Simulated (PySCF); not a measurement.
H₃BS, SMILES `BS` (H–B–S–H torsion 180°), neutral singlet in the gas phase. 

Cartesian coordinates (Å):
SMILES: BS
```xyz
5

B     -0.5764    -0.0582    -0.0121
S      1.0769    -0.6629     0.1093
H     -1.4357    -0.8806     0.0616
H     -0.8052     1.1007    -0.1578
H      1.7403     0.5011    -0.0009
```
Charge 0, multiplicity 1.

All levels are single points at this geometry (PBE0-D4/def2-TZVP); Pople sets use spherical d functions. Orbital energies aren't observables, and empty levels follow the basis.

B3LYP/3-21G in PySCF gives dipole (D) = 1.23.

Question: Estimate the dipole (D) from each of these levels: B3LYP-D3(BJ)/def2-TZVP in PySCF; PBE0-D4/def2-TZVP in PySCF; B3LYP/6-311+G** in PySCF; B3LYP/LANL2DZ in PySCF; M06-2X/6-31G* in PySCF; HF/3-21G in PySCF; HF/6-31G* in PySCF; HF/STO-3G in PySCF.

Answer: 
```tsv
level	dipole (D)
B3LYP-D3(BJ)/def2-TZVP in PySCF	0.91
PBE0-D4/def2-TZVP in PySCF	0.93
B3LYP/6-311+G** in PySCF	1.00
B3LYP/LANL2DZ in PySCF	1.29
M06-2X/6-31G* in PySCF	1.00
HF/3-21G in PySCF	1.44
HF/6-31G* in PySCF	1.05
HF/STO-3G in PySCF	0.88
```
